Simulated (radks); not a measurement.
These are the eigenvalues of the occupied orbitals of an atom or ion with whole-number occupations (hartree). All-electron calculation, scalar-relativistic Kohn-Sham, r2SCAN, spin-polarised, spherical densities, finite nucleus; meta-GGA in the generalised Kohn-Sham scheme; Fermi nuclear charge, rms radius of each element as measured or else 0.836 A^(1/3) + 0.57 fm. Program: a radial shooting solver on a logarithmic mesh with Libxc functionals.

1s down: -2804.768
1s up: -2804.768
2s up: -495.4029
2s down: -495.3970
2p up: -430.9365
2p down: -430.9319
3s up: -119.6868
3s down: -119.6862
3p up: -100.7490
3p down: -100.7479
3d up: -79.85624
3d down: -79.85284
4s up: -29.26096
4s down: -29.25652
4p up: -23.02058
4p down: -23.01677
4d up: -15.31284
4d down: -15.30811
5s up: -7.99059
5s down: -7.95590
4f up: -6.74958
4f down: -6.74143
5p up: -6.27863
5p down: -6.23244
5d up: -4.16534

Which element is it, and in what charge state? The configuration may be excited. Open shells, if any, are filled with parallel spins first.

Answer. Z = 77, iridium, charge +8: Ir8+ in [Xe] 4f14 5d1. The list shows which subshells hold electrons but not how many an open one holds; the 1s level, -2804.8 hartree, gives Z - s = 74.9 by -(Z - s)^2/2, which with screening and relativity narrows Z to a few neighbours, and the depths of the outer levels then fix element, charge and occupations together.
